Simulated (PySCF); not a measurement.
B(F)2(iPr) (C3H7BF2), SMILES CC(C)B(F)F.

The structure is a stationary point at PBE0-D3(BJ)/def2-SVP. The values are those of a single conformer.

The numbers are results of PySCF with PBE/def2-TZVP, not measurements.

Symmetry labels are those of the subgroup Cs that the program uses (full group Cs).

Computed valence orbital energies around the gap with their symmetry:
```
orbital  symmetry  energy (eV)
-------  --------  -----------
HOMO−7         A"       -10.28
HOMO−6         A"       -10.19
HOMO−5         A'       -10.15
HOMO−4         A"        -9.51
HOMO−3         A"        -9.25
HOMO−2         A"        -8.41
HOMO−1         A'        -8.40
HOMO           A'        -7.47
LUMO           A'        -0.84
LUMO+1         A'         0.14
LUMO+2         A'         1.28
LUMO+3         A"         1.29
```
